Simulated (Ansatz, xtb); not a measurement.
## C3H7GeNSi: which of two isomers lies lower

Structure a is `C=C[Si@@H]([GeH3])C#N`, a singlet and structure b is `C=C[SiH2][GeH2][C]#N`, a singlet. Both are isolated molecules in the gas phase, relaxed with PBE0-D3(BJ)/def2-SVP; each stands in its lowest conformer found.

a (Å):

```xyz
13

C    -1.9498    0.0709   -0.1027
C    -0.7185    0.5928   -0.0612
C     1.0917    1.8245    2.0339
Ge    2.4414   -0.9057    0.5042
N     1.4990    2.8220    2.4648
Si    0.4947    0.2175    1.3012
H    -2.3295   -0.5870    0.6872
H    -2.6377    0.2801   -0.9290
H    -0.3925    1.2473   -0.8797
H    -0.1749   -0.5397    2.3980
H     3.4607   -1.0852    1.6416
H     2.0409   -2.2869   -0.0452
H     3.0776   -0.0811   -0.6282
```

b (Å):

```xyz
13

C    -1.3997    0.3600   -0.0675
C    -0.3621    0.2880   -0.9090
C     0.6730    0.6891    2.9769
Ge    1.6331   -0.5681    1.8663
N     0.0626    1.4571    3.5962
Si    1.4307    0.1331   -0.4047
H    -1.2826    0.3348    1.0216
H    -2.4274    0.4630   -0.4329
H    -0.5682    0.3348   -1.9872
H     2.1755    1.4198   -0.5636
H     2.1261   -0.8998   -1.2342
H     0.9839   -1.9306    2.1515
H     3.0788   -0.5575    2.3835
```

Problem. Which of the two would you expect CCSD(T)/def2-SVP + ΔMP2/def2-TZVPP electronic energies to favour?

Solution. Structure a; the calculation gives E(b) − E(a) = +3.0 kcal/mol.

How the difference moves with the method:

| level | geometry | E(b) − E(a) (kcal/mol) | departure from the last row (kcal/mol) | job, with rough time for the two |
| --- | --- | --- | --- | --- |
| GFN2-xTB | GFN2-xTB | −5.6 | −8.6 | optimisation, 1.1 s |
| HF/STO-3G | GFN2-xTB | +2.7 | −0.3 | single point, 2.2 s |
| r2SCAN-D4/def2-SVP | GFN2-xTB | +3.7 | +0.6 | single point, 12 s |
| PBE0-D3(BJ)/def2-SVP | PBE0-D3(BJ)/def2-SVP | +3.9 | +0.9 | optimisation, 5.6 min |
| HF/def2-SVP | PBE0-D3(BJ)/def2-SVP | +3.9 | +0.9 | part of the CCSD(T) run |
| MP2/def2-SVP | PBE0-D3(BJ)/def2-SVP | +3.7 | +0.7 | part of the CCSD(T) run |
| CCSD(T)/def2-SVP | PBE0-D3(BJ)/def2-SVP | +3.4 | +0.3 | single point |
| CCSD(T)/def2-SVP + ΔMP2/def2-TZVPP | PBE0-D3(BJ)/def2-SVP | +3.0 |  | single point, 4.1 min |

As drawn, b has 1 C–Ge, 1 Si–H in place of 1 C–Si, 1 Ge–H.

GFN2-xTB puts the two in the other order. The largest departure from CCSD(T)/def2-SVP + ΔMP2/def2-TZVPP is that of GFN2-xTB, 8.6 kcal/mol. The last row adds to CCSD(T) the change of the MP2 difference between the two basis sets, here −0.3 kcal/mol.

With thermal terms from frequencies at re-optimised GFN2-xTB minima (ideal gas, soft modes damped towards free rotors, one conformer each, 298.15 K, 1 atm): the zero-point term adds +0.1 kcal/mol; ΔH is +2.9 and ΔG +3.9 kcal/mol.

The correlated steps freeze 18 core orbitals; the filled d shell of Ge is correlated, in a basis made for valence electrons. Mirror images aren't counted in ΔG. Codes used: Ansatz 0.2.0, xtb 6.7.1; the last row on 2 threads of AMD EPYC (Zen 3) on a shared host.
